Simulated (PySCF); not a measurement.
C₃H₆BNO, SMILES O(C#N)B(C)C. Atoms are numbered in the order given.

```xyz
12

C      0.7009    -2.1954     0.0000
B     -0.0379    -0.8217     0.0000
C     -1.5862    -0.6015     0.0000
O      0.8044     0.3128     0.0000
C      0.3733     1.5276     0.0000
N      0.0283     2.6371     0.0000
H      0.3850    -2.7868     0.8783
H      1.7972    -2.1145     0.0000
H      0.3850    -2.7868    -0.8783
H     -1.8908    -0.0045    -0.8787
H     -2.1580    -1.5400     0.0000
H     -1.8908    -0.0045     0.8787
```
Charge 0, spin multiplicity 1.

The structure is a stationary point at B3LYP-D3(BJ)/def2-SVP. The structure was generated by enumeration, and PubChem lists no compound with its InChIKey, so it may never have been made. Other conformers were not sampled.

Calculation: TDDFT-ωB97X/def2-SVPD run with PySCF.

Vertical excitations. Isolated molecule, no solvent. State labels are in the subgroup Cs.

List the lowest excited states. (The exact figures need the calculation; the answer reports its results.)


```json
[
 {"state": "S1", "symmetry": "A\"", "energy (eV)": "7.04", "λ (nm)": "176", "f": "0.000", "main pairs": "HOMO−1→LUMO 63 %, HOMO−2→LUMO 31 %"},
 {"state": "S2", "symmetry": "A\"", "energy (eV)": "7.79", "λ (nm)": "159", "f": "0.001", "main pairs": "HOMO−2→LUMO 41 %, HOMO−1→LUMO 14 %, HOMO−1→LUMO+10 12 %, HOMO→LUMO+4 12 %"},
 {"state": "S3", "symmetry": "A'", "energy (eV)": "7.85", "λ (nm)": "158", "f": "0.085", "main pairs": "HOMO→LUMO 67 %"},
 {"state": "S4", "symmetry": "A\"", "energy (eV)": "8.07", "λ (nm)": "154", "f": "0.001", "main pairs": "HOMO→LUMO+4 41 %, HOMO→LUMO+6 20 %, HOMO−2→LUMO 13 %, HOMO→LUMO+1 7 %"},
 {"state": "S5", "symmetry": "A\"", "energy (eV)": "8.36", "λ (nm)": "148", "f": "0.025", "main pairs": "HOMO→LUMO+1 49 %, HOMO→LUMO+2 25 %, HOMO→LUMO+6 13 %"},
 {"state": "S6", "symmetry": "A'", "energy (eV)": "8.46", "λ (nm)": "147", "f": "0.041", "main pairs": "HOMO−1→LUMO+1 62 %, HOMO−1→LUMO+2 23 %"},
 {"state": "S7", "symmetry": "A'", "energy (eV)": "8.99", "λ (nm)": "138", "f": "0.147", "main pairs": "HOMO→LUMO 26 %, HOMO−1→LUMO+4 19 %, HOMO→LUMO+10 16 %, HOMO−1→LUMO+6 13 %"},
 {"state": "S8", "symmetry": "A\"", "energy (eV)": "9.09", "λ (nm)": "136", "f": "0.004", "main pairs": "HOMO−4→LUMO 40 %, HOMO−1→LUMO+10 20 %, HOMO−1→LUMO+8 8 %, HOMO−1→LUMO+5 6 %"},
 {"state": "S9", "symmetry": "A'", "energy (eV)": "9.29", "λ (nm)": "133", "f": "0.077", "main pairs": "HOMO−2→LUMO+1 72 %"},
 {"state": "S10", "symmetry": "A\"", "energy (eV)": "9.55", "λ (nm)": "130", "f": "0.022", "main pairs": "HOMO−5→LUMO 60 %, HOMO−3→LUMO 18 %, HOMO−4→LUMO 11 %"},
 {"state": "T1", "symmetry": "A'", "energy (eV)": "6.54", "λ (nm)": "190", "f": "0", "main pairs": "HOMO→LUMO 36 %, HOMO→LUMO+10 21 %, HOMO−1→LUMO+4 11 %, HOMO−1→LUMO+6 7 %"},
 {"state": "T2", "symmetry": "A\"", "energy (eV)": "6.60", "λ (nm)": "188", "f": "0", "main pairs": "HOMO−1→LUMO 51 %, HOMO−2→LUMO 42 %"},
 {"state": "T3", "symmetry": "A'", "energy (eV)": "7.18", "λ (nm)": "173", "f": "0", "main pairs": "HOMO−1→LUMO+4 32 %, HOMO→LUMO 21 %, HOMO−1→LUMO+6 20 %, HOMO−2→LUMO+4 7 %"},
 {"state": "T4", "symmetry": "A\"", "energy (eV)": "7.24", "λ (nm)": "171", "f": "0", "main pairs": "HOMO→LUMO+4 23 %, HOMO−2→LUMO 22 %, HOMO→LUMO+6 14 %, HOMO−1→LUMO+10 13 %"}
]
```
Triplets are in the Tamm–Dancoff approximation, which puts them higher than full response would, so one can lie above its singlet here.
